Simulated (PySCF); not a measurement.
# Which determinant of MgSb⁺ lies lowest?

Unrestricted PBE0; PySCF, spin-free X2C with a Gaussian nucleus, basis sets Mg x2c-SVPall, Sb x2c-SVPall. Outer shells of the fragments: Mg+ 3s1; Sb 4d10 5s2 5p3.

Followed along the bond (rough minima from three points):

| 2Ms+1 | unpaired | ⟨S²⟩ at the start | R at minimum (Å) | Te (eV) |
| --- | --- | --- | --- | --- |
| 3 | π ↑↑ | 2.06 | 2.77 | 0.00 |
| 1 | π ↑↓ | 1.01 | 2.75 | 0.34 |
| 1 | none | 0.00 | 2.73 | 1.24 |
| 5 | σ ↑↑, π ↑↑ | 6.00 | none in the scan | ≤ 1.37 |

Solutions found at the starting distance of 2.820 Å, counted from the lowest of them; the search is not exhaustive and high or unbound solutions are not listed, so other states can lie among these:

| 2Ms+1 | unpaired | term | E (eV) | ⟨S²⟩ | ⟨Lz²⟩ | μ (D) |
| --- | --- | --- | --- | --- | --- | --- |
| 3 | π ↑↑ | ³Σ⁻ | 0.00 | 2.06 | 0.00 | -9.02 |
| 1 | π ↑↓ | mixed | 0.34 | 1.01 | 2.01 | -9.17 |
| 1 | none | mixed | 1.25 | 0.00 | 2.00 | -9.05 |
| 5 | σ ↑↑, π ↑↑ | ⁵Σ⁻ | 1.56 | 6.00 | 0.00 | -5.31 |
| 3 | σ ↑, π ↑ | ³Π | 1.65 | 2.00 | 1.00 | -3.79 |
| 1 | σ ↓, π ↑ | mixed | 1.72 | 1.00 | 1.00 | -3.83 |
| 3 | σ ↑↑, π ↑↓ | mixed | 2.23 | 3.01 | 2.01 | -5.22 |
| 1 | σ ↓↓, π ↑↑ | mixed | 2.26 | 2.01 | 0.00 | -5.21 |
| 3 | σ ↑, π ↑ | ³Π | 2.46 | 2.01 | 1.02 | -10.72 |
| 1 | σ ↓, π ↑ | mixed | 2.65 | 1.03 | 1.01 | -10.44 |

A term symbol is given only where ⟨S²⟩ and ⟨Lz²⟩ are close to those of a pure state; real π, δ and φ orbitals otherwise mix terms. A positive dipole points towards Sb; it is taken about the centre of mass and depends on that origin.

Spin–orbit coupling is left out. Counting both spins, an empty level lies below a filled one in some of these solutions, because spin and occupation are held.
